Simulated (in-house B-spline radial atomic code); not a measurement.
Sr⁺. Computed with a B-spline radial atomic code. Model: non-relativistic spherical atom: semilocal Troullier-Martins pseudo-atom, one channel per l, against all electrons, high spin, G0W0 and RPA with empty states to l = 8, local potential for every l without a channel, a model core (radius 0 = none) keeps its share of the functional.

Without relativity these are model numbers for so heavy an element.

What the tables leave out is listed at the end.

The pseudopotential gives back the lowest level of each angular momentum of its own functional in the configuration it was made in; a second state of the same l is only approximately right. Exact exchange, RPA and GW see the smooth pseudo-orbitals and miss the exchange with the core, for which the functional's share stands in. The column with an uncorrelated core keeps all orbitals and exact exchange, and so separates missing core correlation from pseudisation. Only the three outermost levels and the lowest empty one were computed. RPA here is direct RPA, with no exchange kernel, and its energies carry an (l + 1/2)⁻⁴ tail. A hybrid on a potential with a model core restores only its own semilocal share of the core's exchange.

Command:
```bash
python run_psgw.py task.json out
```
Settings (lengths in bohr, energies in hartree):
```
Z                      38
electrons              37
configuration          [Kr] 5s1
generated_in           [Kr] 5s2
functional             pbe,pbe
core_shells            5
radius_factor          0.8
core_correction        False
ion_configuration      [Ar] 3d10 4s2 4p6
```

Run time, properties included: 72 s on 1 thread of Arm Neoverse N1, on a shared host.

Given: made with PBE; model core radius 0 bohr; local radius 0.926 bohr; mean-field start PBE.

Valence shells of the generating configuration: 3d, 4s, 4p, 5s.

Channel: s 0.983, p 1.064, d 0.902 (radii in bohr).

Computed: largest level miss in the spin-unpolarised generating configuration 0.074 eV; valence RPA correlation energy pseudo -1.5268 hartree; all-electron RPA polarisability, core included 61.077 bohr³; pseudo-atom RPA polarisability 58.272 bohr³; ionisation by mean-field all-electron 11.02 eV; ionisation by mean-field pseudo minus all 0.192 eV; ionisation by RPA pseudo minus all 0.171 eV.

```
level  occupied  mean-field all-electron (eV)  mean-field pseudo minus all (eV)  G0W0 all-electron (eV)  G0W0 uncorrelated core minus all (eV)  G0W0 pseudo minus all (eV)  exchange self-energy all-electron (eV)  exchange self-energy pseudo (eV)
5s up         1                       -8.5487                            -0.139                 -11.334                                 -0.004                      -0.219                                 -7.8203                           -7.8688
```

Task: What is the ionisation by RPA all-electron?

Result: 11.417 eV.

Task: What is the valence RPA correlation energy all-electron orbitals?

Result: -1.1863 hartree.

Given: mean-field start PBE0.

Computed: valence RPA correlation energy all-electron orbitals -1.1346 hartree; valence RPA correlation energy pseudo -1.4743 hartree; all-electron RPA polarisability, core included 51.784 bohr³; pseudo-atom RPA polarisability 49.789 bohr³; ionisation by mean-field all-electron 10.895 eV; ionisation by mean-field pseudo minus all 0.172 eV.

```
          level  occupied  mean-field all-electron (eV)  mean-field pseudo minus all (eV)  G0W0 all-electron (eV)  G0W0 uncorrelated core minus all (eV)  G0W0 pseudo minus all (eV)  exchange self-energy all-electron (eV)  exchange self-energy pseudo (eV)
          5s up         1                       -9.0974                            -0.138                 -11.298                                 -0.003                      -0.207                                 -7.7011                           -7.7289
5s down (empty)         0                       -6.8319                            -0.121                  -5.786                                 -0.003                      -0.105                                 -1.5289                           -1.4631
```

Task: What is the ionisation by RPA all-electron?

Result: 11.248 eV.

Task: What is the ionisation by RPA pseudo minus all?

Result: 0.188 eV.

Given: mean-field start Hartree-Fock.

Computed: valence RPA correlation energy all-electron orbitals -1.0135 hartree; valence RPA correlation energy pseudo -1.347 hartree; pseudo-atom RPA polarisability 38.345 bohr³; ionisation by mean-field all-electron 10.294 eV; ionisation by RPA all-electron 10.992 eV; ionisation by RPA pseudo minus all 0.172 eV.

| level | occupied | mean-field all-electron (eV) | mean-field pseudo minus all (eV) | G0W0 all-electron (eV) | G0W0 uncorrelated core minus all (eV) | G0W0 pseudo minus all (eV) | exchange self-energy all-electron (eV) | exchange self-energy pseudo (eV) |
| --- | --- | --- | --- | --- | --- | --- | --- | --- |
| 5s up | 1 | -10.321 | -0.123 | -11.132 | -0.001 | -0.149 | -7.2322 | -7.198 |
| 4p down | ? | ? | ? | ? | ? | ? | ? | ? |
| 4p up | 1 | -35.848 | -0.811 | -36.118 | -0.035 | -0.391 | -27.055 | -26.404 |
| 5s down (empty) | 0 | -4.5403 | -0.072 | -5.4687 | -0.001 | -0.089 | -0.83691 | -0.76983 |

Task: What belongs in the row 4p down?

Result: occupied: 1; mean-field all-electron (eV): -35.738; mean-field pseudo minus all (eV): -0.8; G0W0 all-electron (eV): -36.022; G0W0 uncorrelated core minus all (eV): -0.036; G0W0 pseudo minus all (eV): -0.384; exchange self-energy all-electron (eV): -27.04; exchange self-energy pseudo (eV): -26.357.

Task: What is the ionisation by mean-field pseudo minus all?

Result: 0.123 eV.

Task: What is the all-electron RPA polarisability, core included?

Result: 39.269 bohr³.

Among the listed levels the largest G0W0 shift of the pseudo-atom is -0.39 eV, for 4p up on the Hartree-Fock start, while leaving the core uncorrelated moves that level by -0.04 eV. So pseudisation and the lost core exchange, not the missing core correlation, make the error. Not in the tables (levels of low weight, unsolved or above zero; the highest and the empty levels are kept at any weight): on PBE the G0W0 levels 4p down (pseudo minus all -0.34 eV, weights 0.34 and 0.42), 4p up (pseudo minus all -0.51 eV, weights 0.10 and 0.34), 5s down (pseudo minus all +0.05 eV, weights 0.76 and 0.58); on PBE0 the G0W0 levels 4p down (pseudo minus all -0.05 eV, weights 0.25 and 0.70), 4p up (pseudo minus all -0.07 eV, weights 0.25 and 0.69).
